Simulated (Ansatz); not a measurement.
`[CH3][Al]([CH3])[F]` + CH₃SH → `C[S][Al]([CH3])[F]` + CH₄ at 298.15 K and 1 bar (ligand exchange at the Al–C bond).

Isolated molecules relaxed with PBE0-D4/def2-TZVP in Ansatz; ΔE leaves out vibrations. CBS: MP2 limit from def2 TZ/QZ plus the TZ coupled-cluster correction, frozen cores. This one scheme is used for every species. Each species was taken in one conformer, which may not be the lowest.

```csv
species,CCSD(T)/CBS energy (Eh),H − E (kJ/mol),S (J/(mol·K))
`[CH3][Al]([CH3])[F]`,-421.62460,213.9,362.3
CH₃SH,-438.22835,133.0,253.2
`C[S][Al]([CH3])[F]`,-819.43373,228.6,386.4
CH₄,-40.46206,127.4,186.2
```

H − E and S are ideal-gas, rigid-rotor, harmonic terms from PBE0-D4/def2-TZVP, for one conformer and one mirror image of each species. 1 Eh = 2625.50 kJ/mol, R = 8.31446 J/(mol·K).

**Question.** By hand: ΔE, ΔH, ΔS and ΔG.

**Answer.** ΔE = (-819.43373) + (-40.46206) − (-421.62460) − (-438.22835) = -0.04284 Eh = -112.5 kJ/mol. Δ(H − E) = 228.6 + 127.4 − 213.9 − 133.0 = 9.1, so ΔH = -103.4 kJ/mol. ΔS = 386.4 + 186.2 − 362.3 − 253.2 = -42.9 J/(mol·K). ΔG = -103.4 − 298.15 × (-42.9)/1000 = -90.6 kJ/mol.

**Question.** By hand: the equilibrium constant, and the temperature at which ΔG would vanish if ΔH and ΔS stayed fixed.

**Answer.** log₁₀ K = −ΔG/(RT ln 10) = 15.9. ΔG = 0 at ΔH/ΔS = 2410 K.

ΔH outweighs TΔS. A doubt of 5 kJ/mol in ΔE shifts log₁₀ K by 0.9 here. Other conformers and mirror images would add mixing entropy, several J/(mol·K) or more a flexible species. Modes under 60 cm⁻¹, often nearly free rotors, make the harmonic entropy too high. These are equilibria of isolated gas molecules and say nothing of rates. Largest T1 diagnostic: 0.011 (customary marks: 0.02 for closed shells, 0.045 for open ones).
